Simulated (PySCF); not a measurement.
Species: `CN(C)c1ccpc(c1)F`. The columns A, B, C and D hold Mulliken, IAO, Hirshfeld and ESP-fitted charges (e) of one PBE0/pcSseg-1 density (PySCF), in a shuffled order. Coordinates in Å (GFN2-xTB); the density's dipole moment is (-5.29, 2.00, -0.07) D.

```json
{"atom": "C1", "x": "-1.912", "y": "-0.962", "z": "0.532", "A": "-0.308", "B": "-0.058", "C": "-0.414", "D": "-0.054"}
{"atom": "N2", "x": "-1.087", "y": "0.123", "z": "0.060", "A": "-0.153", "B": "-0.037", "C": "+0.053", "D": "-0.787"}
{"atom": "C3", "x": "-1.738", "y": "1.338", "z": "-0.363", "A": "-0.307", "B": "-0.058", "C": "-0.394", "D": "-0.055"}
{"atom": "C4", "x": "0.272", "y": "-0.009", "z": "-0.012", "A": "+0.124", "B": "+0.061", "C": "+0.502", "D": "+0.336"}
{"atom": "C5", "x": "1.087", "y": "1.098", "z": "-0.304", "A": "-0.205", "B": "-0.079", "C": "-0.624", "D": "-0.142"}
{"atom": "C6", "x": "2.456", "y": "1.055", "z": "-0.391", "A": "-0.357", "B": "-0.105", "C": "+0.055", "D": "-0.368"}
{"atom": "P7", "x": "3.495", "y": "-0.318", "z": "-0.167", "A": "+0.273", "B": "+0.016", "C": "-0.268", "D": "+0.382"}
{"atom": "C8", "x": "2.227", "y": "-1.465", "z": "0.160", "A": "+0.088", "B": "+0.026", "C": "+0.485", "D": "+0.068"}
{"atom": "F9", "x": "2.636", "y": "-2.740", "z": "0.391", "A": "-0.273", "B": "-0.094", "C": "-0.205", "D": "-0.289"}
{"atom": "C10", "x": "0.872", "y": "-1.258", "z": "0.207", "A": "-0.241", "B": "-0.096", "C": "-0.662", "D": "-0.189"}
{"atom": "H11", "x": "-1.979", "y": "-1.773", "z": "-0.203", "A": "+0.139", "B": "+0.044", "C": "+0.131", "D": "+0.122"}
{"atom": "H12", "x": "-1.519", "y": "-1.368", "z": "1.467", "A": "+0.150", "B": "+0.048", "C": "+0.139", "D": "+0.130"}
{"atom": "H13", "x": "-2.917", "y": "-0.594", "z": "0.724", "A": "+0.154", "B": "+0.055", "C": "+0.166", "D": "+0.125"}
{"atom": "H14", "x": "-1.365", "y": "1.657", "z": "-1.339", "A": "+0.148", "B": "+0.047", "C": "+0.137", "D": "+0.128"}
{"atom": "H15", "x": "-2.807", "y": "1.162", "z": "-0.456", "A": "+0.153", "B": "+0.055", "C": "+0.158", "D": "+0.124"}
{"atom": "H16", "x": "-1.585", "y": "2.151", "z": "0.356", "A": "+0.139", "B": "+0.043", "C": "+0.124", "D": "+0.121"}
{"atom": "H17", "x": "0.620", "y": "2.058", "z": "-0.462", "A": "+0.147", "B": "+0.041", "C": "+0.224", "D": "+0.103"}
{"atom": "H18", "x": "2.967", "y": "1.982", "z": "-0.619", "A": "+0.166", "B": "+0.047", "C": "+0.151", "D": "+0.131"}
{"atom": "H19", "x": "0.266", "y": "-2.127", "z": "0.411", "A": "+0.163", "B": "+0.044", "C": "+0.242", "D": "+0.114"}
```

Which column most likely holds the ESP-fitted charges?

C. Σ q r misses the density's dipole by 0.03 D (C), 1.92 D (A), 1.95 D (B), 3.46 D (D). Charges fitted to the outside potential are the only set here that is tied to the molecule's multipoles.

And the Hirshfeld charges?

B. The mean sizes are 0.055 e (B), 0.194 e (A), 0.198 e (D), 0.270 e (C), and Hirshfeld charges are commonly the smallest of these schemes.

As computed, A = IAO, B = Hirshfeld, C = ESP-fitted, D = Mulliken. Hydrogens on carbon: IAO +0.14 to +0.17, Hirshfeld +0.04 to +0.06, ESP-fitted +0.12 to +0.24, Mulliken +0.10 to +0.13 e.

The Mulliken scheme gives each basis function's population to the atom it is centred on and halves the overlap population of two atoms between them. The IAO scheme projects the occupied orbitals on a minimal set of polarised atomic orbitals and counts the electrons in each atom's part of it.

Isolated species at its GFN2-xTB geometry, gas phase.

The run behind these numbers computed NMR shieldings as well. The run took 36 s on Intel Xeon 6975P-C, one thread, shared host with 32 logical CPUs at a one-minute load of 6.3, and the process peaked at 1.1 GiB of memory.

The values belong to the conformer `[CH3:1][N:2]([CH3:3])[c:4]1[cH:5][cH:6][p:7][c:8]([F:9])[cH:10]1`: C1–N2–C4–C5 -172°.
